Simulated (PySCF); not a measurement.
This PySCF input asks for the NMR shieldings of `[SiH3]CC[Si@H]([SiH3])S[SiH3]`, C$_{2}$H$_{14}$SSi$_{4}$; the geometry comes from GFN2-xTB.

```python
import basis_set_exchange as bse
import numpy as np
from pyscf import gto, dft
from pyscf.prop import nmr

atoms = """
Si   -3.148478    0.901582   -0.566227
C    -1.676496   -0.299384   -0.452798
C    -0.373425    0.402991   -0.074864
Si    1.067132   -0.838913    0.075276
Si    0.591966   -2.546341    1.565226
S     2.832151    0.213652    0.798628
Si    3.093546    1.863531   -0.530075
H    -3.337567    1.545369    0.735764
H    -2.855021    1.921243   -1.576604
H    -4.354374    0.161318   -0.938244
H    -1.888657   -1.077809    0.284126
H    -1.540351   -0.815540   -1.405250
H    -0.508021    0.930169    0.873394
H    -0.146765    1.170666   -0.819601
H     1.426647   -1.242267   -1.294698
H     1.765365   -3.249034    2.079714
H    -0.255465   -3.540050    0.895794
H    -0.175113   -2.065686    2.720262
H     3.048508    1.364143   -1.899791
H     2.026946    2.834270   -0.306278
H     4.398549    2.383032   -0.164225
"""
names = dict.fromkeys(["Si", "C", "S", "H"], "pcSseg-1")
basis = {el: gto.basis.parse(bse.get_basis(n, elements=[el], fmt="nwchem")) for el, n in names.items()}
mol = gto.M(atom=atoms, basis=basis, charge=0, verbose=0)
mf = dft.RKS(mol, xc="PBE0")
mf.grids.level = 2
mf.grids.alignment = dft.numint.BLKSIZE   # the property module wants whole blocks of grid points
mf.conv_tol = 1e-9
mf.kernel()

calc = nmr.RKS(mf)   # GIAO
C = mf.mo_coeff
Co = C[:, mf.mo_occ > 0]
resp = mf.gen_response(singlet=True, hermi=2)
def vind(x):   # induced exchange potential for any number of trial vectors
    d = np.einsum("pi,xij,qj->xpq", C, 2 * x.reshape(-1, C.shape[1], Co.shape[1]), Co, optimize=True)
    return np.einsum("xpq,pi,qj->xij", resp(d - d.transpose(0, 2, 1)), C, Co, optimize=True).ravel()
mo1, _ = nmr.rhf.solve_mo1(calc, with_cphf=vind)
sigma = calc.kernel(mo1)
for i, s in enumerate(sigma):   # ppm
    w = np.linalg.eigvalsh((s + s.T) / 2)
    print("%2d %-2s iso %8.1f  s11 %8.1f  s22 %8.1f  s33 %8.1f" % (i, mol.atom_pure_symbol(i), w.mean(), *w))
```

Question: What does it print?

Answer: 
```
 0 Si iso    415.2  s11    384.0  s22    392.8  s33    468.7
 1 C  iso    181.2  s11    170.3  s22    181.6  s33    191.8
 2 C  iso    170.0  s11    156.0  s22    167.5  s33    186.5
 3 Si iso    367.5  s11    329.8  s22    370.4  s33    402.3
 4 Si iso    464.5  s11    445.5  s22    469.5  s33    478.4
 5 S  iso    812.6  s11    749.7  s22    816.3  s33    871.8
 6 Si iso    406.6  s11    370.0  s22    394.1  s33    455.8
 7 H  iso     27.9  s11     24.5  s22     26.5  s33     32.8
 8 H  iso     27.9  s11     24.4  s22     26.5  s33     32.9
 9 H  iso     27.7  s11     24.0  s22     25.2  s33     33.9
10 H  iso     31.3  s11     24.7  s22     32.2  s33     36.9
11 H  iso     31.1  s11     25.9  s22     30.6  s33     36.8
12 H  iso     30.9  s11     26.1  s22     31.7  s33     34.9
13 H  iso     30.4  s11     24.0  s22     31.8  s33     35.4
14 H  iso     26.6  s11     23.1  s22     25.7  s33     31.0
15 H  iso     28.2  s11     24.2  s22     26.2  s33     34.2
16 H  iso     28.1  s11     24.2  s22     26.4  s33     33.6
17 H  iso     28.2  s11     24.7  s22     26.6  s33     33.2
18 H  iso     27.1  s11     23.6  s22     25.1  s33     32.6
19 H  iso     27.0  s11     22.4  s22     26.3  s33     32.4
20 H  iso     27.0  s11     22.8  s22     24.5  s33     33.8
```

These numbers come from an equivalent density-fitted implementation of the same equations, which agrees with the script to about 0.01 ppm for H and up to a few tenths of a ppm for heavy atoms, so last digits may differ.

Size and cost of the density-fitted run: 224 basis functions, 45 s wall time on 1 thread of an Arm Neoverse V2, shared host; peak memory 0.96 GiB.
